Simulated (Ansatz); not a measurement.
Wavefunction ladder for CH$_{7}$OSbSi (`[OH][SbH][CH2][SiH3]`)

Cartesian coordinates in Å:
```
O 1.588 -0.963 -0.996
Sb 0.199 0.056 -1.968
C -0.724 0.855 -0.194
Si -0.184 0.005 1.388
H 2.467 -0.703 -1.282
H -0.867 -1.286 -2.010
H -0.501 1.923 -0.140
H -1.806 0.748 -0.316
H -0.369 -1.464 1.294
H 1.227 0.323 1.715
H -1.030 0.507 2.509
```

Total charge 0; spin multiplicity 1. Correlated methods include outer-core shells of Sb, which these sets cover unevenly. Sb: def2 effective core potential. Geometry: relaxed with PBE0-D4/def2-TZVP. It is one conformer, not always the lowest. Frozen core, restricted reference, Ansatz.

| basis | HF (Eh) | MP2 corr. | CCSD corr. | (T) | CCSD(T) total |
| --- | --- | --- | --- | --- | --- |
| def2-SVP | -644.79679 | ? | ? | -0.01705 | ? |
| def2-TZVPP | ? | -0.90728 | -0.93687 | ? | ? |
| def2-QZVPP | -645.07728 | -1.18742 | – | – | – |

Task: Fill in the withheld values. (Best estimate.)

Result: The calculation gave: def2-SVP MP2 corr.: -0.56035; def2-SVP CCSD corr.: -0.61311; def2-SVP CCSD(T) total: -645.42695; def2-TZVPP HF (Eh): -645.05961; def2-TZVPP (T): -0.03296; def2-TZVPP CCSD(T) total: -646.02944.
